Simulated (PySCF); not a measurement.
# Electronic structure of C(2+) (carbon, charge +2) at the UHF level

Configuration: [He] 2s2, closed-shell 1S. All numbers are calculated (PySCF 2.14, the non-relativistic Hamiltonian (point nucleus), in aug-cc-pwCVTZ (7s6p4d2f, 59 functions)).

* Total energy: -36.407483 hartree
* One-electron energy: -44.1266 hartree
* Hartree (Coulomb) energy: 12.0334 hartree
* Exchange energy: -4.3143 hartree
* Kinetic energy: 36.40705 hartree
* ⟨S²⟩: 0.0000
* ⟨L²⟩: 0.000
* Sum of ⟨r⟩: 3.279 bohr
* Sum of ⟨r²⟩: 4.624 bohr²
* Density at the nucleus (Gaussians lack the cusp): 125 bohr⁻³
* Langevin diamagnetic susceptibility: -3.66 ×10⁻⁶ cm³/mol
* Time after the integrals: 0.18 s of wall time on 1 thread of Neoverse-V1 (shared host)

```
shell  electrons  mean orbital energy (eV)  rms radius, mean of both spins (bohr)
   1s          2                   -344.23                                  0.310
   2s          2                   -46.096                                   1.49
```
